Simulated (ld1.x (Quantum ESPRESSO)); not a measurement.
What one change does to a pseudopotential (Tl, ultrasoft)

```json
{"Element": "Tl (Z = 81)", "Generator": "ld1.x (Quantum ESPRESSO) 7.5", "Type": "ultrasoft", "Functional": "PW91", "Relativity": "fully relativistic", "Frozen core": "[Xe] 4f14 5d10", "Valence charge": "3", "Reference configuration": "6s1 6p2", "Partial waves": "6s (bound): rcut 1.90, rcutus 2.10 bohr; 6s channel at -0.05 Ry: rcut 1.90, rcutus 2.10 bohr; 6p (bound): rcut 2.10, rcutus 2.45 bohr; 6p channel at 0.6 Ry: rcut 2.10, rcutus 2.45 bohr; 6d channel at 0.3 Ry: rcut 1.85, rcutus 2.10 bohr; 6d channel at 1.4 Ry: rcut 1.85, rcutus 2.10 bohr", "Local potential": "all-electron potential smoothed inside 1.95 bohr (lloc = -2)", "Core correction": "a·sin(br)/r model core inside 1.95 bohr", "Augmentation charge": "PSQ, inside the norm-conserving radii"}
```

Open shells are filled in proportion to 2j + 1 (rel_dist='average').

Change: core correction a·sin(br)/r model core inside 2.24 bohr.

Cutoffs: the cutoffs (Ry, on a coarse ladder) from which the occupation-weighted sum of valence levels, in a spherical-Bessel basis at the reference potential, stays within 10 and 1 mRy of its value at 400 Ry; they do not see the model core or the augmentation charge, which bear on the density cutoff. Errors are all-electron minus pseudo energies relative to the spin-unpolarised reference configuration.

Question: How do hardness, ghosts and transferability respond?

Answer: Both files are so soft that the ladder of cutoffs tells neither apart; both files keep a bound ghost (d); of the 7 tests that both files solve, the error grows in 0 and shrinks in 5 by more than 15 % and 0.3 meV (median size 40.4 → 31.4 meV). A wider model core is smoother and lowers the density cutoff, which this test does not measure.

```tsv
quantity	base	changed
cutoff, loose	8 Ry	8 Ry
cutoff, tight	10 Ry	10 Ry
bound ghosts	d3/2, d5/2	d3/2, d5/2
error for 6s2 6p1, meV [ΔE -7.32 eV]	-44	-35
error for 6s2 6p0, meV [ΔE -1.99 eV]	-8.5	+2.5
error for 6s1 6p0, meV [ΔE 18.89 eV]	-203	-198
error for 6s2 6p0.5, meV [ΔE -5.40 eV]	-23	-13
error for 6s1 6p1, meV [ΔE 6.19 eV]	-28	-28
error for 6s2 6p1.3, meV [ΔE -7.85 eV]	-53	-45
error for 6s0 6p3, meV [ΔE 7.70 eV]	-40	-31
s: phases at 2.65 bohr within 0.05 rad from the reference energy up to (Ry; the scan ends near 5)	3.4	3.4
p1/2: phases at 2.65 bohr within 0.05 rad from the reference energy up to (Ry; the scan ends near 5)	4.2	4.2
p3/2: phases at 2.65 bohr within 0.05 rad from the reference energy up to (Ry; the scan ends near 5)	3.4	3.4
d3/2: phases at 2.65 bohr within 0.05 rad from the reference energy up to (Ry; the scan ends near 5)	to the end of the scan	to the end of the scan
d5/2: phases at 2.65 bohr within 0.05 rad from the reference energy up to (Ry; the scan ends near 5)	to the end of the scan	to the end of the scan
lowest overlap eigenvalue by channel	s 0.44, p1/2 0.52, p3/2 0.54, d3/2 0.10, d5/2 0.09	s 0.44, p1/2 0.52, p3/2 0.54, d3/2 0.10, d5/2 0.09
```

 A true bound ghost makes a file unfit for plane-wave use even where its test errors are small: the radial tests pick states by their node count and pass the ghost by.
